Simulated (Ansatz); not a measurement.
Born–Oppenheimer molecular dynamics of C2H8BClO (13 atoms, charge 0, multiplicity 1). It starts at the highest image of a converged band. Of that band: The profile has 2 maxima (images 3, 5) with wells between them (image 4): this band takes more than one step, which may be the mechanism or a detour left from its start path. A vibrational analysis at the climbing image gives one clearly imaginary mode, 910i cm⁻¹: a first-order saddle point.

Theory: RKS BHLYP-D4/def2-SVP (Ansatz).

```yaml
ensemble: NVE (velocity Verlet)
time_step: 0.5 fs
steps_asked: 200
starting_velocities_drawn_for: 100 K
seed: 4792
```

First frame:

```xyz
13
Properties=species:S:1:pos:R:3
B -0.004 0.189 -0.037
O 0.080 -0.157 1.424
H -0.739 -0.537 1.749
C 1.386 0.258 -0.737
H 1.675 -0.763 -1.023
H 1.349 0.855 -1.650
H 2.169 0.656 -0.088
C -1.360 -0.164 -0.730
H -2.236 0.032 -0.105
H -1.483 0.391 -1.663
H -1.359 -1.231 -0.991
Cl -0.256 2.389 0.920
H 0.017 0.967 1.635
```

Problem. How far do the bonds stretch over the last three quarters of this one trajectory? (Pairs bonded in most of those frames.)

Solution. 
| bond | mean (Å) | spread (Å) | shortest | longest |
| --- | --- | --- | --- | --- |
| B1–C4 | 1.586 | 0.034 | 1.53 | 1.65 |
| B1–C8 | 1.587 | 0.030 | 1.51 | 1.62 |
| B1–Cl12 | 1.916 | 0.156 | 1.70 | 2.29 |
| O2–H3 | 0.960 | 0.008 | 0.95 | 0.98 |
| O2–H13 | 0.967 | 0.020 | 0.94 | 1.03 |
| C4–H5 | 1.095 | 0.004 | 1.09 | 1.10 |
| C4–H6 | 1.097 | 0.002 | 1.09 | 1.10 |
| C4–H7 | 1.094 | 0.008 | 1.08 | 1.11 |
| C8–H9 | 1.096 | 0.014 | 1.07 | 1.12 |
| C8–H10 | 1.097 | 0.017 | 1.07 | 1.13 |
| C8–H11 | 1.096 | 0.010 | 1.08 | 1.12 |

Pairs bonded in part of these frames only: B1–O2 42 %.

Mean temperature of the second half: 271 K. The conserved energy stayed within 0.051 meV per atom of its start (net change 0.0066 meV per atom), so the integration is sound. The kinetic energy rose, since the run started high on the potential surface and went downhill. It ends in pieces (C2H6BCl + H2O), so much of that is their flight and rotation, not heat. A run of 0.1 ps of so small a system gives no equilibrium averages. The orbitals stay closed-shell, which can raise the energy where a bond breaks towards radicals; this wasn't checked here.

Run time: 9.2 min on 4 threads of Arm Neoverse N1, with other jobs on the host, peak memory 0.27 GiB.
